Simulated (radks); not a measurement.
Spherical quantum dot in the effective-mass picture: electrons in a well V = -V0 / (1 + exp((r - R)/a)) with V0 = 11.3, R = 3.7, a = 0.21, all in effective atomic units (hartree* = m*/eps^2 hartree, bohr* = eps/m* bohr), one dielectric constant everywhere. Calculated with a radial shooting solver with Libxc functionals: non-relativistic Kohn-Sham, LDA (Slater exchange, Perdew-Wang correlation), spin-polarised, spherical densities. Levels are named by radial order and angular momentum (1s, 1p, 1d, 2s, ...), and open shells are averaged over m. At N = 7 the configuration is 1s2 1p(up 3, down 2). Does electron 8 go into 1p down or 1d up or 1d down?

Answer. Into 1p down. The total energies of the other choices lie higher by 0.385 hartree* (1d up), 0.408 hartree* (1d down).
